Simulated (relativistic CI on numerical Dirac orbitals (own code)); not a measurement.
# Line list: Electric-dipole lines, Gd37+

Calculated at this level of theory: Dirac-Coulomb-Breit CI, KLI orbitals optimised for each configuration, QED by a radiative potential, unscaled Slater integrals (own radial code, finite nucleus).

CI space (outside the closed core [Ne]): 3s2 3p6 3d9, 3s2 3p5 3d10, 3s 3p6 3d10, 3s2 3p6 3d8 4s, 3s2 3p6 3d8 4p, 3s2 3p6 3d8 4d, 3s2 3p4 3d10 4s, 3s2 3p4 3d10 4p, 3s2 3p5 3d9 4s, 3s2 3p6 3d8 4f, 3s2 3p4 3d10 4d, 3s2 3p5 3d9 4p, 3s 3p5 3d10 4s, 3s2 3p6 3d7 4s2, 3s 3p5 3d10 4p, 3s2 3p5 3d9 4d, 3s2 3p6 3d7 4s 4p, 3s 3p6 3d9 4s, 3s 3p5 3d10 4d, 3s2 3p6 3d8 5s, 3p6 3d10 4s, 3s2 3p6 3d7 4p2, 3s2 3p6 3d7 4s 4d, 3s2 3p6 3d8 5p, 3s2 3p5 3d9 4f, 3s 3p6 3d9 4p, 3p6 3d10 4p, 3s2 3p6 3d8 5d, 3s2 3p6 3d7 4p 4d, 3s2 3p5 3d8 4s2, 3s2 3p6 3d8 5f, 3p6 3d10 4d, 3s2 3p6 3d8 5g, 3s 3p6 3d9 4d, 3s2 3p5 3d8 4s 4p, 3s2 3p6 3d7 4d2. Levels of other configurations are missing.

| λ vac (nm) | Lower | Upper | A (s⁻¹) | log gf | S velocity/length |
| --- | --- | --- | --- | --- | --- |
| 0.74378 | 3s2 3p6 3d9 2D_5/2 [1] | 3s2 3p5 3d9 4d 2D°_5/2 [316] | 1.62e+13 | -0.09 | 1.00 |
| 0.74402 | 3s2 3p6 3d9 2D_5/2 [1] | 3s2 3p5 3d9 4d 2F°_7/2 [315] | 1.72e+13 | 0.06 | 0.96 |
| 0.74524 | 3s2 3p6 3d9 2D_3/2 [2] | 3s2 3p5 3d9 4d 2F°_5/2 [349] | 2.27e+13 | 0.05 | 0.97 |
| 0.74538 | 3s2 3p6 3d9 2D_3/2 [2] | 3s2 3p5 3d9 4d 2D°_3/2 [348] | 3.11e+13 | 0.02 | 0.98 |
| 0.74611 | 3s2 3p6 3d9 2D_3/2 [2] | 3s2 3p5 3d9 4d 2P°_1/2 [346] | 3.84e+13 | -0.19 | 0.96 |
| 0.74799 | 3s2 3p6 3d9 2D_5/2 [1] | 3s2 3p5 3d9 4d 2P°_3/2 [307] | 2.30e+13 | -0.11 | 0.96 |
| 0.75029 | 3s2 3p6 3d9 2D_5/2 [1] | 3s2 3p5 3d9 4d 2F°_7/2 [299] | 1.48e+13 | 0.00 | 0.97 |
| 0.75333 | 3s2 3p6 3d9 2D_5/2 [1] | 3s2 3p5 3d9 4d 2P°_3/2 [293] | 2.10e+13 | -0.15 | 0.93 |
| 0.75374 | 3s2 3p6 3d9 2D_5/2 [1] | 3s2 3p5 3d9 4d 2D°_5/2 [292] | 2.10e+13 | 0.03 | 0.95 |
| 0.82488 | 3s2 3p6 3d9 2D_5/2 [1] | 3s2 3p6 3d8 4f 2G°_7/2 [226] | 1.26e+13 | 0.01 | 0.95 |
| 0.82570 | 3s2 3p6 3d9 2D_3/2 [2] | 3s2 3p6 3d8 4f 2F°_5/2 [252] | 1.36e+14 | 0.92 | 0.95 |
| 0.82806 | 3s2 3p6 3d9 2D_5/2 [1] | 3s2 3p6 3d8 4f 2F°_7/2 [223] | 1.85e+14 | 1.18 | 0.95 |
| 0.82831 | 3s2 3p6 3d9 2D_5/2 [1] | 3s2 3p6 3d8 4f 2D°_5/2 [222] | 1.77e+14 | 1.04 | 0.93 |
| 0.82990 | 3s2 3p6 3d9 2D_5/2 [1] | 3s2 3p6 3d8 4f 2P°_3/2 [220] | 1.05e+14 | 0.64 | 0.93 |
| 0.83101 | 3s2 3p6 3d9 2D_3/2 [2] | 3s2 3p6 3d8 4f 2D°_3/2 [246] | 1.75e+14 | 0.86 | 0.93 |
| 0.83230 | 3s2 3p6 3d9 2D_5/2 [1] | 3s2 3p6 3d8 4f 2P°_3/2 [218] | 4.48e+13 | 0.27 | 0.93 |
| 0.83257 | 3s2 3p6 3d9 2D_3/2 [2] | 3s2 3p6 3d8 4f 2F°_5/2 [240] | 6.73e+13 | 0.62 | 0.95 |
| 0.83737 | 3s2 3p6 3d9 2D_3/2 [2] | 3s2 3p6 3d8 4f 2P°_1/2 [233] | 1.13e+14 | 0.38 | 0.93 |
| 0.84827 | 3s2 3p6 3d9 2D_3/2 [2] | 3s2 3p6 3d8 4f 2P°_1/2 [221] | 5.97e+13 | 0.11 | 0.92 |
| 0.85086 | 3s2 3p6 3d9 2D_3/2 [2] | 3s2 3p6 3d8 4f 2P°_3/2 [218] | 2.72e+13 | 0.07 | 0.93 |
| 0.85142 | 3s2 3p6 3d9 2D_3/2 [2] | 3s2 3p6 3d8 4f 2F°_5/2 [216] | 2.37e+13 | 0.19 | 0.95 |
| 0.85315 | 3s2 3p6 3d9 2D_5/2 [1] | 3s2 3p6 3d8 4f 4G°_7/2 [172] | 2.67e+13 | 0.37 | 0.95 |
| 0.85334 | 3s2 3p6 3d9 2D_5/2 [1] | 3s2 3p6 3d8 4f 2D°_5/2 [171] | 2.42e+13 | 0.20 | 0.93 |
| 0.85661 | 3s2 3p6 3d9 2D_5/2 [1] | 3s2 3p6 3d8 4f 2D°_3/2 [164] | 1.57e+13 | -0.16 | 0.93 |
| 0.87490 | 3s2 3p6 3d9 2D_3/2 [2] | 3s2 3p5 3d9 4s 2F°_5/2 [169] | 9.30e+12 | -0.19 | 0.97 |
| 0.88667 | 3s2 3p6 3d9 2D_5/2 [1] | 3s2 3p5 3d9 4s 2F°_7/2 [133] | 9.19e+12 | -0.06 | 0.97 |
| 2.6922 | 3s2 3p6 3d8 4s 2G_7/2 [17] | 3s2 3p5 3d9 4s 2F°_5/2 [271] | 2.75e+12 | 0.25 | 0.84 |
| 2.6923 | 3s2 3p6 3d8 4s 2G_9/2 [16] | 3s2 3p5 3d9 4s 2F°_7/2 [269] | 2.66e+12 | 0.36 | 0.84 |
| 3.5393 | 3s2 3p6 3d8 4s 2F_7/2 [7] | 3s2 3p5 3d9 4s 2D°_5/2 [139] | 1.51e+12 | 0.23 | 0.86 |
| 3.5421 | 3s2 3p6 3d8 4s 4F_9/2 [6] | 3s2 3p5 3d9 4s 4D°_7/2 [138] | 1.46e+12 | 0.34 | 0.86 |
| 3.5450 | 3s2 3p6 3d8 4p 2G°_9/2 [22] | 3s2 3p5 3d9 4p 2F_7/2 [219] | 1.44e+12 | 0.34 | 0.87 |
| 3.5878 | 3s2 3p6 3d9 2D_5/2 [1] | 3s2 3p5 3d10 2P°_3/2 [3] | 1.03e+12 | -0.10 | 0.90 |
| 3.7574 | 3s2 3p6 3d8 4s 2D_5/2 [8] | 3s2 3p5 3d9 4s 2D°_5/2 [134] | 7.98e+11 | 0.01 | 0.98 |
| 7.5570 | 3s2 3p6 3d8 4p 4G°_7/2 [27] | 3s2 3p6 3d8 4d 4H_9/2 [88] | 3.22e+11 | 0.44 | 1.09 |
| 7.5868 | 3s2 3p6 3d8 4p 2G°_9/2 [22] | 3s2 3p6 3d8 4d 2H_11/2 [69] | 3.27e+11 | 0.53 | 1.10 |
| 7.6438 | 3s2 3p6 3d8 4p 2H°_9/2 [32] | 3s2 3p6 3d8 4d 2I_11/2 [99] | 2.94e+11 | 0.49 | 1.13 |
| 9.8972 | 3s2 3p6 3d8 4s 4F_9/2 [6] | 3s2 3p6 3d8 4p 4F°_9/2 [36] | 8.92e+10 | 0.12 | 0.94 |
| 9.9265 | 3s2 3p6 3d8 4s 2D_5/2 [8] | 3s2 3p6 3d8 4p 2F°_7/2 [40] | 1.34e+11 | 0.20 | 1.05 |
| 9.9439 | 3s2 3p6 3d8 4p 4G°_11/2 [35] | 3s2 3p6 3d8 4d 4H_13/2 [74] | 1.79e+11 | 0.57 | 1.12 |
| 10.012 | 3s2 3p6 3d8 4s 2F_7/2 [7] | 3s2 3p6 3d8 4p 2D°_5/2 [38] | 1.34e+11 | 0.08 | 0.87 |
| 10.046 | 3s2 3p6 3d8 4s 4P_5/2 [13] | 3s2 3p6 3d8 4p 4D°_7/2 [52] | 1.39e+11 | 0.23 | 1.06 |
| 10.053 | 3s2 3p6 3d8 4s 2F_7/2 [7] | 3s2 3p6 3d8 4p 2F°_7/2 [37] | 9.81e+10 | 0.08 | 0.96 |
| 10.097 | 3s2 3p6 3d8 4s 4F_7/2 [11] | 3s2 3p6 3d8 4p 4G°_9/2 [46] | 1.45e+11 | 0.35 | 1.10 |
| 10.099 | 3s2 3p6 3d8 4s 4F_9/2 [6] | 3s2 3p6 3d8 4p 4G°_11/2 [35] | 1.45e+11 | 0.43 | 1.11 |
| 10.215 | 3s2 3p6 3d8 4s 2G_9/2 [16] | 3s2 3p6 3d8 4p 2H°_11/2 [55] | 1.41e+11 | 0.42 | 1.15 |

Terms are leading LS components. Brackets give the number of a level in order of energy, since labels repeat. The list gives strong lines, with weight on those to low levels, among the lowest 400 of 3960 levels, so that lines to higher ones, which can be the strongest, are missing. Levels whose partners in the same complex of configurations lie outside the list can be far off, and so can their lines. Rates are taken at the computed energies, electric ones in the length gauge. A velocity-to-length ratio far from 1 marks an uncertain rate.

At this charge energies of transitions that change n are usually good to better than 1 %, and those within a shell (Δn = 0) to a few per cent.

LS names give the leading component of a level, which can be under half, so a name can repeat, a term be missing and a line seem to break the LS rules.
